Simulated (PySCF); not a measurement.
**Frontier orbitals and the lowest excitations**

CuBr (singlet state).
SMILES with atom numbers: `[Cu:1][Br:2]`

Computed with PySCF 2.14.0, density-fitted response routines, TDDFT CAM-B3LYP/def2-SVPD, vertical, gas phase, core orbitals frozen in the response. Isolated species at its PBE0-D3(BJ)/def2-SVP geometry, gas phase. The CAM-B3LYP/def2-SVPD calculation is non-relativistic and has no spin–orbit coupling, an omission that weighs most on bromine.

Frontier orbitals with the atoms that hold most of them (Löwdin shares over 4%, at most four atoms; ? is withheld):

```csv
orbital,ε (eV),atoms
HOMO-3,-9.97,Cu1 100%
HOMO-2,-9.02,"Cu1 58%, Br2 42%"
HOMO-1,-8.44,"Br2 79%, Cu1 21%"
HOMO,-8.44,"Br2 79%, Cu1 21%"
LUMO,?,"Cu1 83%, Br2 17%"
LUMO+1,0.60,"Cu1 88%, Br2 12%"
LUMO+2,0.60,"Cu1 88%, Br2 12%"
```

What is the LUMO energy, and the HOMO–LUMO gap?

ε(LUMO) = -2.13 eV; the gap is 6.31 eV (0.2319 hartree).

Within 0.005 eV of a neighbour in this list lie HOMO-1/HOMO and LUMO+1/LUMO+2 (point group found: C∞v).

How does S1 compare with the orbital gap of 6.31 eV?

S1 is at 2.63 eV (f = 0.0090), 3.68 eV below the gap, made of HOMO-1/HOMO→LUMO (≥71%), HOMO-5→LUMO (25%). S1/S2 lie within about 0.01 eV of each other. Without the coupling terms of the response equations the lowest excitation would equal the gap.

For S1 the Löwdin share of copper is 21% in HOMO and 83% in LUMO.

Next come S2 at 2.63 eV (f 0.0090), HOMO-1/HOMO→LUMO (≥71%), HOMO-6→LUMO (25%); S3 at 2.80 eV (f 0.015), HOMO-2→LUMO (84%), HOMO-7→LUMO (13%); S4 at 2.91 eV (f 0.0000), HOMO-3→LUMO (97%); S5 at 2.91 eV (f 0.0000), HOMO-4→LUMO (97%).

Orbitals of the list HOMO-3 to LUMO+2 that lie within 0.01 eV of each other are written together with a slash and their weights summed (≥ marks a lower bound); for degenerate orbitals outside that list single weights are arbitrary.

Löwdin shares depend on the basis, the more so with diffuse functions.
